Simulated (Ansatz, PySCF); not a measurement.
WO2F, SMILES [O]=[W](=[O])[F] (connectivity only; charge and spin as stated), neutral, multiplicity 2. Atoms are numbered in the order given.

```xyz
4

W      0.0113    -0.1496     0.0000
O      0.9189     0.2298    -1.3968
O      0.9189     0.2298     1.3968
F     -1.8259     0.1955     0.0000
```
Charge 0, spin multiplicity 2.

Geometry: r2SCAN-D4/def2-TZVP. The spin state was assumed, not searched. The isomer is the one that the SMILES or the coordinates give; other isomers of the formula were not compared. The def2 effective core potentials stand for the cores of W; spin–orbit coupling is left out.

Two levels are set side by side: PBE-D3(BJ)/def2-TZVP (Ansatz, a first-principles code) and r2SCAN-D4/def2-TZVP (Ansatz). Each level has its own optimised geometry; the coordinates shown are those of the second. Frequencies come from the Hessian of PySCF at each geometry. Differences are taken from unrounded values.

| quantity | r2SCAN-D4 | PBE-D3(BJ) | PBE-D3(BJ) minus r2SCAN-D4 |
|---|---|---|---|
| mean bond length (Å) | 1.762 | 1.772 | 0.010 |
| bond W1–O2 (Å) | 1.708 | 1.718 | 0.009 |
| bond W1–O3 (Å) | 1.708 | 1.718 | 0.009 |
| bond W1–F4 (Å) | 1.869 | 1.881 | 0.012 |
| highest harmonic wavenumber (cm⁻¹) | 1040 | 1007 | -33 |
| mean harmonic wavenumber (cm⁻¹) | 566 | 550 | -16 |
| zero-point energy (kcal/mol) | 4.85 | 4.72 | -0.14 |
